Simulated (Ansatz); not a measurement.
C₃H₈Mg (`C[CH2][Mg][CH3]`), relaxed with RKS PBE0-D4/def2-TZVP in Ansatz 0.2.0 from a PBE-D4/def2-SVP geometry. The force threshold is 0.005 eV/Å; the program also tests the step.

The species carries charge 0 and has multiplicity 1.

Start:

```xyz
12

C     0.544   -0.150    2.164
C     0.993    0.571    0.879
Mg   -0.133    0.141   -0.876
C    -1.257   -0.311   -2.602
H     0.594   -1.256    2.063
H     1.166    0.109    3.051
H    -0.506    0.091    2.439
H     0.974    1.673    1.042
H     2.063    0.338    0.669
H    -2.351   -0.314   -2.401
H    -1.003   -1.314   -3.009
H    -1.082    0.421   -3.420
```

Problem. By how much does the energy fall, and how many steps does the optimiser take? (An estimate is asked.)

Solution. Ansatz gave: 4.17 kJ/mol, in 4 steps.

Problem. Which bonds change most? (An estimate is asked.)

Solution. Computed: C2–Mg3 from 2.129 to 2.104 Å; Mg3–C4 from 2.109 to 2.089 Å; C1–H6 from 1.115 to 1.097 Å; C1–H7 from 1.112 to 1.095 Å.

Problem. Give the relaxed structure. (Estimate.)

Solution. Ansatz gave: 
```xyz
12

C     0.540   -0.150    2.150
C     0.978    0.562    0.867
Mg   -0.135    0.130   -0.866
C    -1.244   -0.308   -2.581
H     0.593   -1.239    2.054
H     1.159    0.117    3.016
H    -0.493    0.089    2.421
H     0.956    1.648    1.026
H     2.032    0.333    0.663
H    -2.322   -0.306   -2.382
H    -0.997   -1.295   -2.986
H    -1.067    0.419   -3.381
```
